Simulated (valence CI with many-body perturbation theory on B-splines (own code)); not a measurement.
## Level structure of Cr9+

Level of theory: configuration interaction combined with many-body perturbation theory (CI+MBPT): five valence electrons over a frozen Dirac-Fock core [Ne], a basis of 11 s, 11 p, 10 d, 8 f, 5 g, 2 h functions for each j, with the one-electron correlation potential Σ1, the two-electron term Σ2, the three-electron term Σ3, Breit, model QED; selected CI, second order for the rest, scaled by the run's own slope (own B-spline code, finite nucleus).

No measured levels were compared; by estimate levels of excited configurations hold to 0.05 to 0.15 % of their energy, terms of the ground configuration to about 0.5 %. Among the levels kept, up to 3100 cm⁻¹ of a level comes from second order outside the variational space, and about a tenth of that is noise between levels of different J, which matters for small intervals.

Levels 91 to 135 of 179, with energies above the lowest level, 3s2 3p3 4S°_3/2. "Leading %" is the weight of the configuration and term that name the level; weights of strongly mixed levels are sums over their largest components and can fall short. In the jj column 3d3/2^4 stands for four electrons in 3d with j = 3/2. Lifetimes count E1, E2, E3, M1 and M2 decay at the calculated energies, and are blank where another channel may lead or the interval is too uncertain; long ones can be off by a factor of two.

```csv
No.,Configuration,Term,J,E (eV),Leading %,Lifetime,g,Leading jj
91,3s 3p3 3d,2G°,7/2,87.39,42,62.5 ps,1.021,3s 3p1/2 3p3/2^2 3d3/2 (44 %)
92,3s 3p3 3d,2F°,5/2,87.72,86,110 ps,0.867,3s 3p1/2 3p3/2^2 3d5/2 (49 %)
93,3s 3p3 3d,2G°,9/2,87.96,77,66.1 ps,1.113,3s 3p1/2 3p3/2^2 3d5/2 (58 %)
94,3s 3p3 3d,2F°,7/2,88.22,39,77.2 ps,1.029,3s 3p3/2^3 3d3/2 (23 %)
95,3s 3p3 3d,4D°,7/2,91.18,90,17.6 ps,1.419,3s 3p1/2 3p3/2^2 3d5/2 (50 %)
96,3s 3p3 3d,4D°,5/2,91.18,84,17.0 ps,1.351,3s 3p1/2 3p3/2^2 3d5/2 (29 %)
97,3s 3p3 3d,4D°,3/2,91.19,65,17.5 ps,1.095,3s 3p1/2 3p3/2^2 3d3/2 (33 %)
98,3s 3p3 3d,4D°,1/2,91.30,83,16.6 ps,0.060,3s 3p1/2 3p3/2^2 3d3/2 (41 %)
99,3s 3p3 3d,2D°,3/2,91.60,48,19.9 ps,0.908,3s 3p1/2 3p3/2^2 3d5/2 (37 %)
100,3s 3p3 3d,2D°,5/2,92.02,60,19.5 ps,1.194,3s 3p1/2 3p3/2^2 3d5/2 (24 %)
101,3s 3p3 3d,2P°,1/2,92.51,77,30.7 ps,0.626,3s 3p1/2^2 3p3/2 3d5/2 (27 %)
102,3s 3p3 3d,2F°,5/2,92.60,58,18.9 ps,0.867,3s 3p1/2 3p3/2^2 3d5/2 (27 %)
103,3s 3p3 3d,2F°,7/2,92.97,59,16.9 ps,1.143,3s 3p1/2 3p3/2^2 3d5/2 (23 %)
104,3s 3p3 3d,2P°,3/2,93.25,82,37.9 ps,1.324,3s 3p1/2 3p3/2^2 3d5/2 (34 %)
105,3s2 3p 3d2,4G°,5/2,94.01,86,55.0 ps,0.586,3s^2 3p1/2 3d3/2^2 (37 %)
106,3s2 3p 3d2,4G°,7/2,94.27,89,58.8 ps,0.988,3s^2 3p1/2 3d3/2 3d5/2 (48 %)
107,3s 3p3 3d,2D°,3/2,94.60,60,20.0 ps,0.809,3s 3p3/2^3 3d3/2 (19 %)
108,3s2 3p 3d2,4G°,9/2,94.64,91,64.0 ps,1.172,3s^2 3p3/2 3d3/2 3d5/2 (58 %)
109,3s 3p3 3d,2S°,1/2,94.91,56,15.1 ps,1.952,3s 3p1/2 3p3/2^2 3d3/2 (27 %)
110,3s 3p3 3d,2D°,5/2,94.95,55,21.0 ps,1.173,3s 3p3/2^3 3d5/2 (24 %)
111,3s2 3p 3d2,4G°,11/2,95.16,92,65.2 ps,1.273,3s^2 3p3/2 3d5/2^2 (73 %)
112,3s 3p3 3d,2F°,5/2,95.75,78,17.6 ps,0.887,3s 3p3/2^3 3d3/2 (34 %)
113,3s 3p3 3d,2F°,7/2,95.82,87,18.2 ps,1.148,3s 3p1/2 3p3/2^2 3d5/2 (40 %)
114,3s 3p3 3d,2P°,3/2,96.00,35,11.5 ps,1.331,3s 3p1/2 3p3/2^2 3d5/2 (21 %)
115,3s2 3p 3d2,2P°,1/2,96.82,34,11.6 ps,0.693,3s^2 3p3/2 3d5/2^2 (24 %)
116,3s2 3p 3d2,4D°,1/2,99.28,85,23.5 ps,0.016,3s^2 3p1/2 3d3/2 3d5/2 (24 %)
117,3s2 3p 3d2,4D°,3/2,99.42,83,23.6 ps,1.199,3s^2 3p1/2 3d3/2 3d5/2 (53 %)
118,3s2 3p 3d2,4D°,5/2,99.65,78,23.3 ps,1.349,3s^2 3p3/2 3d3/2 3d5/2 (33 %)
119,3s2 3p 3d2,4D°,7/2,100.06,78,23.2 ps,1.407,3s^2 3p3/2 3d3/2 3d5/2 (38 %)
120,3s2 3p 3d2,2F°,5/2,100.39,60,17.9 ps,0.885,3s^2 3p1/2 3d5/2^2 (28 %)
121,3s 3p3 3d,2P°,3/2,100.72,81,11.8 ps,1.325,3s 3p1/2^2 3p3/2 3d5/2 (26 %)
122,3s 3p3 3d,2P°,1/2,100.80,81,12.0 ps,0.660,3s 3p1/2 3p3/2^2 3d3/2 (32 %)
123,3s2 3p 3d2,4F°,3/2,101.09,84,12.4 ps,0.423,3s^2 3p1/2 3d3/2^2 (30 %)
124,3s2 3p 3d2,2F°,7/2,101.10,59,18.1 ps,1.163,3s^2 3p3/2 3d5/2^2 (48 %)
125,3s2 3p 3d2,2H°,9/2,101.10,92,47.3 ps,0.918,3s^2 3p1/2 3d3/2 3d5/2 (69 %)
126,3s2 3p 3d2,4P°,1/2,101.14,85,18.7 ps,2.645,3s^2 3p1/2 3d3/2 3d5/2 (41 %)
127,3s2 3p 3d2,4F°,5/2,101.25,84,12.5 ps,1.038,3s^2 3p1/2 3d3/2 3d5/2 (35 %)
128,3s2 3p 3d2,4P°,3/2,101.42,84,18.6 ps,1.715,3s^2 3p1/2 3d3/2 3d5/2 (22 %)
129,3s2 3p 3d2,4F°,7/2,101.44,82,12.8 ps,1.238,3s^2 3p3/2 3d3/2 3d5/2 (58 %)
130,3s2 3p 3d2,4F°,9/2,101.57,85,12.9 ps,1.325,3s^2 3p3/2 3d5/2^2 (36 %)
131,3s2 3p 3d2,4P°,5/2,101.84,72,17.9 ps,1.540,3s^2 3p3/2 3d3/2 3d5/2 (57 %)
132,3s2 3p 3d2,2H°,11/2,102.20,96,49.4 ps,1.091,3s^2 3p3/2 3d3/2 3d5/2 (76 %)
133,3s 3p3 3d,2D°,3/2,102.24,38,15.7 ps,0.801,3s 3p1/2 3p3/2^2 3d3/2 (16 %)
134,3s 3p3 3d,2D°,5/2,102.26,29,14.4 ps,1.246,3s^2 3p3/2 3d5/2^2 (35 %)
135,3s2 3p 3d2,2G°,7/2,103.55,70,15.9 ps,0.893,3s^2 3p3/2 3d3/2 3d5/2 (29 %)
```

Names give the largest LS component (configuration and term), which can be under half, so a name can repeat, a term be missing and a line seem to break the LS rules; names also repeat where a configuration has a term twice.

Where two levels of one J and parity lie close, their mixing, g and order are uncertain.
